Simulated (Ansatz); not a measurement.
Job for Ansatz (a first-principles code): R-wB97M-V/def2-TZVPP on GaH3S (SMILES [SH][GaH2]), a point of a torsion scan.

Ansatz 0.2 input:
```yaml
crystal:
  periodic: [false, false, false]
  atoms:
    - {symbol: S, position_ang: [1.47046616, -0.62452250, 0.46892186]}
    - {symbol: Ga, position_ang: [-0.60495605, 0.11512725, 0.24415664]}
    - {symbol: H, position_ang: [1.93811908, 0.29360225, -0.37591966]}
    - {symbol: H, position_ang: [-1.45367791, 0.65514589, 1.44785751]}
    - {symbol: H, position_ang: [-1.30438969, 0.14985980, -1.16339367]}
basis:
  gaussian:
    orbitals: def2-TZVPP
hamiltonian:
  xc: {name: wB97M-V}
scf: {lower_state_search: off}
```

It printed:

```
WARN ansatz: RAYON_NUM_THREADS=1 ignored (pool sized by the plan → 1); use --threads N
Functional definition: wB97M-V
these checks for a lower state are left out or cut short: stability, starts, cluster_reference, orbital_swaps, neighbouring_geometries, increment
integrals: 0.07 GiB planned
871 factors; their error is unknown
integrals: 0.10 GiB planned
190 factors; integrals over basis functions are off by at most 6.9e-6 eV
mean field: 0.61 GiB planned
mean field evaluation 1: about -63258.1477 eV, gradient 2.4e1 eV
mean field evaluation 2: about -63258.5261 eV, gradient 2.6e1 eV
mean field evaluation 4: about -63259.1414 eV, gradient 9.4e-1 eV
mean field evaluation 8: about -63259.2576 eV, gradient 9.7e-2 eV
mean field evaluation 16: about -63259.2576 eV, gradient 2.0e-5 eV
mean field -63259.25760695 eV, -2324.7348383907 hartree, gradient 5.0e-6 eV, S^2 0.000000; 0 other end points of the search recorded, 0 dependent functions left out
reference -63259.25765033 eV, -2324.7348399847 hartree; 25, 25 occupied and 107, 107 virtual orbitals, 871 factors
Total energy: -63259.25765033 eV, -2324.7348399847 hartree
Checks for a lower state left out: stability, starts, cluster_reference, orbital_swaps, neighbouring_geometries, increment
```

The calculation finished and met its thresholds.

Cost: roughly 4 core-seconds.
